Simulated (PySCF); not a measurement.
Gas-phase reaction: B3O3Cl3 + 6 Cl → 3 BCl3 + 3 O

Energies from PySCF (xtb for GFN2), thermal terms from the rigid-rotor harmonic-oscillator model, ideal gas at 1 bar. 'Table' is the NASA 1993 thermochemical table (part measured, part estimated). After a fit of one offset per element over all species, the range-separated, M06-2X, PBE0/def2-QZVP and CCSD(T)/def2-TZVPP enthalpies, where run, lie to one side of the table for B3O3Cl3 (-33 kJ/mol): a fault of the table's entry, another state or a shared error of the levels is possible; this was not checked at source. † marks an energy on the PBE0/def2-TZVP geometry and frequencies; other levels use their own. MP2 freezes the core. 6-31G* has spherical d functions here. Open shells (unrestricted): Cl (multiplicity 2, electronic degeneracy 6), O (multiplicity 3, electronic degeneracy 9); the rest are closed-shell singlets. GFN2 has no spin-polarisation term. Spin-orbit splitting is ignored; it lowers the true energy and changes the entropy of Cl, O. MP2 isn't extrapolated to the basis-set limit; its ΔH°(298 K) is 465.2 kJ in def2-SVP and 427.8 kJ in def2-TZVPP. The harmonic model lacks anharmonicity and excited electronic states, which grow with temperature; levels with a mode under 35 cm⁻¹ are left out. Soft modes under 120 cm⁻¹ make the harmonic entropy rough for B3O3Cl3. The table's entry may be an old estimate for B3O3Cl3 (not checked at source).

```tsv
level	ΔH°(298 K), kJ	minus table	ΔG°(1400 K), kJ
table	442.6	-	491.6
GFN2-xTB	1566.7	1124.1	1603.9
HF/6-31G*	326.0	-116.6	378.5
M06-2X/def2-TZVP†	458.5	15.9	511.2
MP2/def2-TZVPP†	427.8	-14.8	480.5
ωB97M-V/def2-TZVP†	410.4	-32.2	463.1
```
